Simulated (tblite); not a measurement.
C₆H₈O₄.
Structure used (GFN2-xTB), in Å, numbered top down from 1:
```xyz
18
C6H8O4 angstrom
C      3.1933   -1.9242    0.6208
O      2.5460   -1.2133   -0.4223
C      1.3440   -0.6876   -0.1177
O      0.8277   -0.8043    0.9643
C      0.7969    0.0256   -1.2847
C     -0.3761    0.6613   -1.2838
O     -1.1775    0.7026   -0.1965
C     -2.3530    1.3826   -0.2682
C     -3.0786    1.2814    1.0372
O     -2.7200    1.9614   -1.2514
H      4.1393   -2.2703    0.2127
H      3.3618   -1.2702    1.4790
H      2.5813   -2.7697    0.9420
H      1.4050    0.0178   -2.1732
H     -0.7550    1.1859   -2.1564
H     -3.4057    0.2537    1.1810
H     -3.9381    1.9440    1.0366
H     -2.3998    1.5296    1.8488
```

Calculated harmonic vibrations of the isolated species, GFN2-xTB (tblite), most abundant isotopes, no scaling. Against measured fundamentals such values can be off by several per cent, at times by over 20. One conformer, not necessarily the lowest. The optimisation stopped once no atom felt more than 0.01 eV/Å.

Lowest wavenumbers of the output (negative numbers stand for imaginary wavenumbers):
```
mode    cm-1
  1     -38.5
  2      35.5
  3      45.8
  4      54.3
  5      73.4
  6     127.6
  7     184.6
  8     197.4
```

Q: Is this structure a minimum?

A: Not by this Hessian. 1 mode is imaginary beyond 20i (38i cm⁻¹), so at this level the point lies at or near a first-order saddle. The curvature is small, so loose convergence or finite differences may be the whole cause.

Q: Which atoms move in the imaginary mode?

A: 38i: H18 (methyl hydrogen) 35 %, H16 (methyl hydrogen) 35 %, H17 (methyl hydrogen) 25 %. These are shares of the mass-weighted motion.

Q: What is the remedy?

A: Step along that mode in both directions, optimise again with tighter thresholds and repeat the frequencies. The zero-point energy of this point (83.1 kcal/mol) counts the 47 real modes alone, and thermal corrections from it aren't those of a minimum.
